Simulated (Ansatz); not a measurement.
Computed with Ansatz on PBE0-D4/def2-TZVP structures; ΔE is electronic, products minus reactants. CCSD(T)/CBS is the MP2 limit (def2-TZVPP, def2-QZVPP) plus CCSD(T) − MP2 in def2-TZVPP, frozen cores. This one scheme is used for every species. For Zn outer-core shells are correlated without core-valence functions, which leaves a few kJ/mol of doubt a bond. Scalar relativity is left out up to krypton. Each species was taken in one conformer, which may not be the lowest.

`N[CH2][ZnH]` + H₂O → `O[CH2][ZnH]` + NH₃  (formal hydrolysis of a C–N bond)

| level | ΔE (eV) |
| --- | --- |
| HF/def2-SVP | 0.20 |
| CCSD/CBS(def2) | 0.25 |

What does CCSD(T)/CBS give? (Estimate.)

The calculation gave: +0.25 eV. The listed levels differ from it by -0.05, 0.00 eV.

Largest T1 diagnostic among the species: 0.014.

In def2-TZVPP, CCSD(T) changes the Hartree–Fock value by +0.05 eV (the triples alone add −0.00 eV) and MP2 by +0.09 eV. From r2SCAN to r2SCAN0 (25 % exact exchange), in def2-TZVPP and without D4, ΔE moves by +0.04 eV.
